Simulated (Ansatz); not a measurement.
Relaxation of BClFH₃O (7 atoms, charge 0, multiplicity 1), to a largest force component of 0.03 eV/Å in at most 50 steps.

Method: RKS revPBE-D4/cc-pVDZ in Ansatz 0.2.0.

```xyz
7
Properties=species:S:1:pos:R:3:forces:R:3
B 0.097 -0.365 -0.041 -0.07 -0.14 -0.68
F 0.070 -0.572 1.283 0.00 -0.46 0.67
Cl 1.663 -0.274 -0.867 0.00 0.00 -0.02
O -1.045 -0.288 -0.782 0.06 0.03 -0.03
H -1.833 -0.372 -0.209 0.01 0.00 0.01
H 0.149 1.929 0.661 0.03 1.17 -1.49
H 0.126 1.560 1.278 -0.03 -0.60 1.54
```

Where does it end, and by what steps?

It converged. The force dipped under the threshold on the way, but the program's further checks kept it going. After 13 steps the energy has fallen by 0.186 eV; H6 moved furthest, 0.64 Å.

| step | energy less start (eV) | largest force component (eV/Å) | accepted |
| --- | --- | --- | --- |
| 0 | 0.0000 | 1.535 | yes |
| 1 | -0.1435 | 0.333 | yes |
| 2 | -0.1511 | 0.699 | yes |
| 3 | -0.1822 | 0.166 | yes |
| 4 | -0.1833 | 0.126 | yes |
| 5 | -0.1843 | 0.093 | yes |
| 6 | -0.1846 | 0.096 | yes |
| 7 | -0.1849 | 0.083 | yes |
| 8 | -0.1851 | 0.088 | yes |
| 9 | -0.1854 | 0.039 | yes |
| 10 | -0.1855 | 0.012 | yes |
| 11 | -0.1853 | 0.087 | no |
| 12 | -0.1856 | 0.013 | yes |
| 13 | -0.1857 | 0.028 | yes |

```xyz
7
Properties=species:S:1:pos:R:3
B 0.113 -0.610 -0.148
F 0.104 -0.785 1.197
Cl 1.663 -0.637 -1.004
O -1.035 -0.419 -0.858
H -1.811 -0.420 -0.261
H 0.004 2.498 0.926
H 0.189 1.990 1.470
```

The run took 31 s on 1 thread of Arm Neoverse V2, on a shared host, peak memory 0.14 GiB.
